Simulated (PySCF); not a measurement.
Cl₃H₂NZr, SMILES [Zr]([NH2])([Cl])([Cl])[Cl], multiplicity 1. Heavy atoms are numbered as in [Zr:1]([Cl:2])([Cl:3])([Cl:4])[NH2:5]. Hydrogens are named by the atom that carries them.

Geometry optimised at PBE0-D3(BJ)/def2-SVP. The spin state was assumed, not searched. The structure was generated by enumeration; whether it is a known compound was not checked. The def2 effective core potentials stand for the cores of Zr; spin–orbit coupling is left out. One conformer was computed; it need not be the lowest.

Level of theory: PySCF with PBE/def2-TZVP.

Atomic charges (e), one atom of each kind:

```json
[
 {"atom": "Zr1", "Mulliken": "1.27", "Löwdin": "[?]"},
 {"atom": "Cl2", "Mulliken": "-0.35", "Löwdin": "[?]"},
 {"atom": "N5 (NH2)", "Mulliken": "-0.75", "Löwdin": "[?]"},
 {"atom": "H on N5", "Mulliken": "0.25", "Löwdin": "[?]"}
]
```

### Question
What belongs in the gaps? (Estimate from the structure and the level; the computed values follow.)

### Answer

- Zr1, Löwdin: -0.31
- Cl2, Löwdin: 0.10
- N5 (NH2), Löwdin: -0.34
- H on N5, Löwdin: 0.17
